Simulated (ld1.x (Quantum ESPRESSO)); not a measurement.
Pseudopotential generation for Ho (Z = 67): TM, PW91, scalar-relativistic.

Ho (Z = 67), norm-conserving Troullier–Martins (Kleinman–Bylander form), made with ld1.x (Quantum ESPRESSO) 7.5 (PW91, scalar-relativistic). Core [Kr] 4d10, reference 4f10 5s2 5p6 5d1 6s2 6p0. Waves: 5p (bound): rc 2.20 bohr; 5d (bound): rc 2.50 bohr; 4f (bound): rc 1.30 bohr; 5s (bound): rc 1.50 bohr. Local part: the s channel. Core correction: none.

Occupied shells without a wave of their own: 6s. They enter only through the test configuration that unscreens the potential.

All-electron outer shells of the reference configuration (PW91, scalar-relativistic, ld1.x):

```tsv
shell	level (eV)	outermost node (bohr)	outermost maximum (bohr)
4p	-310.41	0.27	0.51
4d	-166.36	0.25	0.52
5s	-54.46	0.61	1.13
5p	-29.18	0.66	1.28
4f	-9.41	–	0.52
6s	-4.38	1.52	3.22
5d	-2.25	0.74	1.91
6p	-1.37	1.84	4.41
```

Calculated quality:

```
Cutoffs needed           : 260 Ry and over 300 Ry (the cutoffs (Ry, on a coarse ladder) from which the occupation-weighted sum of valence levels, in a spherical-Bessel basis at the reference potential, stays within 10 and 1 mRy of its value at 400 Ry)
Ghost test               : no extra level below or beside the all-electron valence levels (p, d, f, s tested) (spherical-Bessel basis up to 400 Ry, 20 bohr box)
Largest excitation error : -578 meV (all-electron minus pseudo) for 4f10 5s2 5p6 5d0 6s0 6p0, out of 7 test configurations
```

Generation and tests took about 5.4 s on one core of a shared server CPU.
